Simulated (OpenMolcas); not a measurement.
# Levels of Ba⁺ by method

```json
{"Program": "OpenMolcas 26.06", "Basis": "ANO-RCC-VTZP [8s7p4d2f1g]", "Scalar Hamiltonian": "X2C, point nucleus", "Active space": "1 electron in 4 orbitals (6s 6p)", "State averaging": "2S+1 = 2 even, 1 root; 2S+1 = 2 odd, 3 roots", "Spin-orbit coupling": "RASSI with atomic mean-field integrals over the reference wave functions, term energies averaged over their components"}
```

Methods on the same reference wave functions:
A. CASSCF
B. SS-CASPT2, IPEA 0.25 Eh, imaginary shift 0.1 Eh (closed shells correlated: 5s 5p)

Energies in cm⁻¹ above 6s ²S_1/2, the measured ground level; measured values from NIST Handbook of Basic Atomic Spectroscopic Data.

```
     Level      A      B  Measured
 6s ²S_1/2    0.0    0.0       0.0
6p ²P°_1/2  18346  19971     20262
6p ²P°_3/2  19382  21008     21952
```

Deviations, from unrounded energies. A percentage is the sum of absolute deviations over the sum of measured energies, with the sign that they share, or ± where signs differ.

```
           Against measurement  Levels      A     B
mean absolute deviation (cm-1)       2   2200   620
      other configurations (%)       2  -10.6  -2.9
```

B lies closest to measurement on these levels. The largest miss of B in the table is 6p ²P°_3/2, by -940 cm-1. The ranking rests on the paired levels alone, and a cruder setting can come out closer through cancelling errors.

The lowest spin-free term lies below A's lowest term by 0.170 hartree in B.

ANO sets are built for ground and valence states and can reach diffuse excited orbitals poorly. With one active electron the reference holds no correlation, so core polarisation is missing (holds for A). With one active electron, CASPT2 adds the correlation within the correlated inactive shells and between them and that electron, and leaves the splitting within a term as the reference gives it (holds for B). Computed and measured levels are paired by configuration, term and J; levels that our copy of the source lacks, or whose pairing is in doubt (as where it misses far off the trend of its configuration), stay unpaired and out of the deviations. Only configurations of the active space appear.

° marks odd parity.
